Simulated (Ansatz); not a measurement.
`C=C(F)B[SiH3]`, charge 0, multiplicity 1.

(1) Give a relaxed structure at PBE0-D4/def2-TZVP (Ansatz). (Best estimate.)

Results:

(1) Computed: 
Z-matrix (Å, degrees):
```
Si
B 1 2.014
H 1 1.488 2 113.1
H 1 1.491 2 109.8 3 -121.0
H 1 1.491 2 109.6 3 120.8
C 2 1.535 1 121.4 3 179.5
H 2 1.195 1 123.0 3 -0.6
F 6 1.354 2 118.1 1 -0.1
C 6 1.335 2 124.3 1 179.9
H 9 1.081 6 119.0 2 0.0
H 9 1.085 6 122.1 2 -180.0
```
Point group Cs.
This is one stationary point; other conformers may exist.
